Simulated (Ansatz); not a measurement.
Reaction (germylene formation by 1,1-elimination): `[OH][GeH]([SiH3])[SH]` → `[OH][GeH]` + `[SiH3]S`

Gas-phase electronic energies from Ansatz, PBE0-D4/def2-TZVP geometries. CBS: MP2 limit from def2 TZ/QZ plus the TZ coupled-cluster correction, frozen cores. Functionals use def2-TZVPP. For Ge outer-core shells are correlated without core-valence functions, which leaves a few kJ/mol of doubt a bond. Scalar relativity is left out up to krypton. One conformer a species, not always the lowest.

```tsv
level	ΔE (kcal/mol)
B2PLYP	26.0
MP2/def2-TZVPP	32.7
SCS-MP2/def2-TZVPP	29.5
MP2/def2-QZVPP	31.5
```

(1) What does CCSD(T)/CBS give? (An estimate is asked.)

Largest T1 diagnostic among the species: 0.016.

Results:

(1) The calculation gave: +28.8 kcal/mol. The listed levels differ from it by -2.8, 3.9, 0.7, 2.7 kcal/mol.

The D4 term adds +3.8 kcal/mol with B3LYP and +2.1 kcal/mol with PBE0; it sums over pairs of atoms, weighted by their polarisabilities, and B3LYP, whose exchange is more repulsive, gets the larger term. From PBE to PBE0 (25 % exact exchange), in def2-TZVPP and without D4, ΔE moves by +3.2 kcal/mol. In def2-TZVPP, CCSD(T) changes the Hartree–Fock value by +6.1 kcal/mol (the triples alone add +0.8 kcal/mol) and MP2 by +8.3 kcal/mol.

B3LYP here is the variant with VWN-RPA as its local correlation; programs differ in this.
